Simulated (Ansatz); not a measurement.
# An elementary step

Start structure (SnH₄O, singlet), relaxed at PBE0-D4/def2-TZVP:

Sn1  (0.061, 1.217, -0.493)
O2  (1.727, 0.172, -0.236)
H3  (-1.257, -0.060, 1.638)
H4  (-1.434, -0.524, 1.073)
H5  (-0.794, -0.089, -1.380)
H6  (1.697, -0.715, -0.602)
(Å)

The step: SnH₂O ([OH][SnH]) + H₂ → SnH₄O ([OH2][SnH2]); bonds formed: Sn1–H4, O2–H3; bonds broken: H3–H4; bonds weakened to dative contacts: Sn1–O2. Program: Ansatz 0.2.0. Basis: def2-TZVPP and def2-QZVPP. Cores are frozen in the correlated methods. Filled d shells of the heavier atoms are correlated. Core potentials replace the inner electrons of the atoms past krypton. The def2 sets are not built for correlating such inner shells, so the correlated values are less sure here. Extrapolation: Hartree–Fock as exp(−7.88 √X), correlation as X^−2.97. Energies below are by CCSD(T) at an estimated basis limit (MP2 extrapolated from triple and quadruple zeta, plus CCSD(T) − MP2 in triple zeta).

Question: What are the electronic barrier and the energy of the step, from the start structure to the end structure? (To be estimated.)

Answer: By the calculation: Barrier 23.00 kcal/mol; step energy 1.70 kcal/mol (uphill); reverse barrier, their difference, 21.31 kcal/mol. Barrier and step energy count from the start structure, the reverse barrier from the end structure.

The saddle point: One imaginary mode of 1203i cm⁻¹.
| pair | start (Å) | saddle (Å) | end (Å) |
| --- | --- | --- | --- |
| Sn1–H4 | 2.78 | 2.05 | 1.79 |
| O2–H3 | 3.53 | 1.35 | 0.96 |
| Sn1–O2 | 1.98 | 2.18 | 2.45 |
| H3–H4 | 0.75 | 0.96 | 2.49 |

Zero-point energy (harmonic, PBE0-D4): ZPE is 19.53 kcal/mol at the start and 20.29 kcal/mol at the saddle, so the barrier goes from 23.00 to 23.76 kcal/mol.

The T1 diagnostic stays at or below 0.017.

Labels in which every atom is bracketed show which atoms are joined, not bond orders.

For scale, one of the runs: CCSD(T)/def2-TZVPP, 137 basis functions, launched by `ansatz run in.yaml --threads 2 --pin off --events-out ev --progress --plain --max-ram 4352MiB`. Time: 9.5 s of wall clock on 2 CPU threads of an Intel Xeon 6975P-C; the host was shared. Peak host memory: 0.9 GiB.
